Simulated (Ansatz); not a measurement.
Harmonic frequencies (cm⁻¹) at PBE0-D4/def2-TZVP from Ansatz: 20, 37, 103, 204, 296, 350, 391, 557, 581, 670, 679, 736, 738, 783, 1219, 1439, 1447, 1908, 1912, 1915, 1931, 3043, 3123, 3155.

Q: Which molecule is it?
A. `B[Si](F)(F)[SiH3]`
B. `B[SiH](Cl)[SnH3]`
C. `[CH3][GaH][SnH3]`
D. `BC1=CCO1`

A: C.
